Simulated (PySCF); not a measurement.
Vertical excitations of a molecule C2H8GeO from TDA-PBE/def2-SVPD (PySCF 2.14.0), as energy in eV (oscillator strength): 5.77 (0.000), 5.98 (0.014), 6.25 (0.021), 6.74 (0.030), 6.90 (0.000), 6.92 (0.010), 7.17 (0.068), 7.34 (0.007), 7.54 (0.008), 7.75 (0.069). Lowest triplet (TDA): 5.50 eV. Geometry optimised at PBE-D3(BJ)/def2-SVP. Other conformers were not sampled.

Problem. Pick the molecule that these values belong to.
A. [CH3][GeH]([CH3])[OH]
B. C[O][GeH2][CH3]
C. [CH3][GeH2][CH2]O
D. CO[CH2][GeH3]

Solution. B, C[O][GeH2][CH3]
